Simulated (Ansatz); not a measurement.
```yaml
crystal:
  periodic: [false, false, false]
  atoms:
    - {symbol: As, position_ang: [0.823584, -3.372803, -0.274244]}
    - {symbol: B, position_ang: [-0.899509, -2.502024, 0.420493]}
    - {symbol: As, position_ang: [-0.897417, -0.519639, -0.154449]}
    - {symbol: B, position_ang: [-2.617618, 0.464658, 0.422168]}
    - {symbol: As, position_ang: [-2.515785, 2.393087, -0.271222]}
    - {symbol: B, position_ang: [2.631914, -2.539385, 0.244715]}
    - {symbol: As, position_ang: [2.482220, -0.531889, -0.180640]}
    - {symbol: B, position_ang: [0.814983, 0.471788, 0.459994]}
    - {symbol: As, position_ang: [0.773845, 2.417731, -0.179584]}
    - {symbol: B, position_ang: [-0.892589, 3.546395, 0.247486]}
    - {symbol: H, position_ang: [0.878843, -4.845026, 0.115404]}
    - {symbol: H, position_ang: [0.764878, -3.543209, -1.791192]}
    - {symbol: H, position_ang: [-1.878626, -3.058887, -0.051689]}
    - {symbol: H, position_ang: [-0.825246, -2.508003, 1.642227]}
    - {symbol: H, position_ang: [-0.823954, -0.476231, -1.687441]}
    - {symbol: H, position_ang: [-3.588150, -0.107133, -0.049897]}
    - {symbol: H, position_ang: [-2.585173, 0.531181, 1.643931]}
    - {symbol: H, position_ang: [-2.693796, 2.428113, -1.788029]}
    - {symbol: H, position_ang: [-3.764964, 3.173446, 0.119825]}
    - {symbol: H, position_ang: [3.563191, -3.023192, -0.378598]}
    - {symbol: H, position_ang: [2.711109, -2.605970, 1.464151]}
    - {symbol: H, position_ang: [2.640711, -0.274688, -1.677745]}
    - {symbol: H, position_ang: [3.734358, 0.192050, 0.303372]}
    - {symbol: H, position_ang: [0.822348, 0.475604, 1.682094]}
    - {symbol: H, position_ang: [1.074854, 2.427941, -1.676879]}
    - {symbol: H, position_ang: [2.025220, 3.143297, 0.303977]}
    - {symbol: H, position_ang: [-0.910130, 3.647462, 1.466993]}
    - {symbol: H, position_ang: [-0.849099, 4.595323, -0.375181]}
basis:
  gaussian: {orbitals: def2-TZVP, initial_orbitals: start.molden}
hamiltonian: {xc: pbe0, dispersion: d4}
scf: {omitted_lower_state_checks: [starts]}
output: {forces: true, orbitals: {seedname: orbitals}}
```

The file start.molden holds the orbitals of an earlier run on this structure, at another level or in another basis.

```sh
$ ansatz run in.yaml --threads 4 --pin off --events-out ev --progress --plain --max-ram 6963MiB
```

**Question.** Does this run fit into the memory that it is given?

**Answer.** No. It has 503 basis functions, and Ansatz plans for 8 GiB where 7 GiB are given.
